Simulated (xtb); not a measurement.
C$_{6}$H$_{15}$Al, charge -1, doublet, from a rough starting geometry (GFN-xTB shapes and energies of metal compounds can be far from the true ones) (a state made from the parent by changing its charge; the spin is typed, not shown lowest); GFN2-xTB (xtb 6.7.1).

Input for xtb:
```
$ xtb mol.xyz --gfn 2 --chrg -1 --uhf 1 --opt vtight --json

# file mol.xyz
22

Al     0.05439097     0.09999716     0.38160398
C      1.56243422     0.66798018    -0.76295431
C      1.38640777     0.75242971    -2.27810263
H      2.36733282    -0.08673571    -0.58959575
H      2.04057255     1.59958733    -0.39897132
H      0.63198626     1.58512824    -2.54754164
H      0.91452347    -0.16469044    -2.67604868
H      2.24530339     1.02183734    -2.81687028
C     -1.83562333    -0.18464041    -0.27864340
C     -2.32930136     0.70802437    -1.40809884
H     -2.55252053    -0.13961766     0.56023167
H     -1.95153452    -1.29432235    -0.64100728
H     -1.72003300     0.57646136    -2.33688513
H     -2.27897771     1.74005517    -1.15036993
H     -3.36619395     0.46265276    -1.63532996
C      0.39532652    -0.18061426     2.34658908
C      0.85026572    -1.60180834     2.61159273
H     -0.48339981    -0.00782014     3.01112722
H      1.19616856     0.47783945     2.69479231
H      1.75136120    -1.94504850     2.10308680
H      0.14136107    -2.36188549     2.39551101
H      1.02134048    -1.74560768     3.67525312
```

Task: Predict the main parts of the log of this xtb run.

Result: 
```
   ID    Z sym.   atoms
    1   13 Al     1
    2    6 C      2, 3, 9, 10, 16, 17
    3    1 H      4-8, 11-15, 18-22

           -------------------------------------------------
          |                Calculation Setup                |
           -------------------------------------------------

           -------------------------------------------------
          |                 G F N 2 - x T B                 |
           -------------------------------------------------

          ...................................................
          :                      SETUP                      :
          :.................................................:
          :  # basis functions                  49          :
          :  # atomic orbitals                  48          :
          :  # shells                           30          :
          :  # electrons                        43          :
          :  max. iterations                   250          :
          :  Hamiltonian                  GFN2-xTB          :
          :  restarted?                      false          :
          :  GBSA solvation                  false          :
          :  PC potential                    false          :
          :  electronic temp.          300.0000000     K    :
          :  accuracy                    1.0000000          :
          :  -> integral cutoff          0.2500000E+02      :
          :  -> integral neglect         0.1000000E-07      :
          :  -> SCF convergence          0.1000000E-05 Eh   :
          :  -> wf. convergence          0.1000000E-03 e    :
          :  Broyden damping             0.4000000          :
          :  net charge                         -1          :
          :  unpaired electrons                  1          :
          ...................................................

 iter      E             dE          RMSdq      gap      omega  full diag
   1    -21.6749159 -0.216749E+02  0.543E+00    0.13       0.0  T
   2    -21.7304602 -0.555443E-01  0.816E+00    2.92       1.0  T
   3    -21.8120332 -0.815730E-01  0.634E+00    1.07       1.0  T
   4    -21.8357081 -0.236749E-01  0.506E+00    1.06       1.0  T
   5    -21.7467587  0.889494E-01  0.648E+00    2.49       1.0  T
   6    -21.4852146  0.261544E+00  0.117E+01    4.97       1.0  T
   7    -21.7613100 -0.276095E+00  0.527E+00    1.88       1.0  T
   8    -21.7286136  0.326964E-01  0.650E+00    3.29       1.0  T
[...]
 * total energy  :   -21.6353883 Eh     change       -0.1501669E-05 Eh
 * total energy  :   -21.6353900 Eh     change       -0.1662512E-05 Eh
 * total energy  :   -21.6353915 Eh     change       -0.1540129E-05 Eh
 * total energy  :   -21.6353913 Eh     change        0.1815271E-06 Eh
 * total energy  :   -21.6353928 Eh     change       -0.1474894E-05 Eh
 * total energy  :   -21.6353938 Eh     change       -0.9629026E-06 Eh
 * total energy  :   -21.6353944 Eh     change       -0.6227576E-06 Eh
 * total energy  :   -21.6353947 Eh     change       -0.3348279E-06 Eh
 * total energy  :   -21.6353949 Eh     change       -0.1972825E-06 Eh
 * total energy  :   -21.6353949 Eh     change        0.9837382E-08 Eh
 * total energy  :   -21.6353951 Eh     change       -0.1803820E-06 Eh
 * total energy  :   -21.6353951 Eh     change       -0.6417681E-07 Eh
   *** GEOMETRY OPTIMIZATION CONVERGED AFTER 68 ITERATIONS ***
         :: total energy             -21.635395140016 Eh    ::
[...]
     2   6 C    3.807 --     3 C    1.008     4 H    0.951     5 H    0.945
                             1 Al   0.839
     3   6 C    3.988 --     2 C    1.008     7 H    0.988     6 H    0.988
                             8 H    0.983
     4   1 H    0.998 --     2 C    0.951
     5   1 H    0.999 --     2 C    0.945
     6   1 H    1.000 --     3 C    0.988
     7   1 H    1.000 --     3 C    0.988
     8   1 H    0.998 --     3 C    0.983
     9   6 C    3.802 --    10 C    1.009    12 H    0.952    11 H    0.946
                             1 Al   0.832
    10   6 C    3.988 --     9 C    1.009    13 H    0.989    14 H    0.988
                            15 H    0.983
    11   1 H    0.999 --     9 C    0.946
    12   1 H    0.998 --     9 C    0.952
    13   1 H    1.000 --    10 C    0.989
    14   1 H    1.000 --    10 C    0.988
    15   1 H    0.998 --    10 C    0.983
    16   6 C    3.799 --    17 C    1.010    18 H    0.954    19 H    0.947
                             1 Al   0.826
    17   6 C    3.987 --    16 C    1.010    21 H    0.989    20 H    0.989
                            22 H    0.983
    18   1 H    0.997 --    16 C    0.954
    19   1 H    0.999 --    16 C    0.947
    20   1 H    1.000 --    17 C    0.989
    21   1 H    1.000 --    17 C    0.989
    22   1 H    0.998 --    17 C    0.983
 ---------------------------------------------------------------------------

Topologies differ in total number of bonds
Writing topology from bond orders to xtbtopo.mol

molecular dipole:
                 x           y           z       tot (Debye)
 q only:        0.236      -0.078      -0.565
   full:        0.231       0.432      -0.404       1.614
molecular quadrupole (traceless):
                xx          xy          yy          xz          yz          zz
 q only:       -3.936       0.196       8.628      -1.842       6.406      -4.692
  q+dip:       -2.111       0.381       5.866      -1.820       4.907      -3.755
   full:       -1.727       0.193       4.453      -1.267       3.821      -2.726

optimized geometry written to: xtbopt.xyz

           -------------------------------------------------
          | TOTAL ENERGY              -21.635395140016 Eh   |
          | GRADIENT NORM               0.000052605869 Eh/α |
          | HOMO-LUMO GAP               3.242670098733 eV   |
           -------------------------------------------------

normal termination of xtb
```
